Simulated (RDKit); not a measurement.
Input file for RDKit: UFF on CH8GeSi (SMILES [SiH3][CH2][GeH3]), a point of a torsion scan.

```python
from rdkit import Chem
from rdkit.Chem import AllChem, rdDetermineBonds

blocks = [
'''11

Si    1.50618128    0.65090700   -0.02981404
C     0.24165457   -0.76599741   -0.09483456
Ge   -1.61417113   -0.15467351    0.08751827
H     2.84964431    0.08019299   -0.16964873
H     1.25118837    1.58759535   -1.12676789
H     1.39742730    1.34851926    1.25364419
H     0.45305988   -1.48342028    0.69831850
H     0.34175730   -1.30427679   -1.03754515
H    -1.99740083    0.79788117   -1.00030204
H    -1.84501626    0.54697279    1.38829286
H    -2.58313809   -1.29988237    0.02924711
''',
]
mol = None
for b in blocks:
    f = Chem.MolFromXYZBlock(b)
    rdDetermineBonds.DetermineBonds(f, charge=0)
    mol = f if mol is None else Chem.CombineMols(mol, f)
Chem.SanitizeMol(mol)
print(Chem.MolToSmiles(Chem.RemoveHs(mol)))
ff = AllChem.UFFGetMoleculeForceField(mol, vdwThresh=100.0, ignoreInterfragInteractions=False)
e = ff.CalcEnergy()
print(f'UFF energy {e:.6f} kcal/mol')
```

It printed:

```
[SiH3][CH2][GeH3]
UFF energy 1.673699 kcal/mol
```

The run finished.

Cost: roughly 0.010 core-seconds.
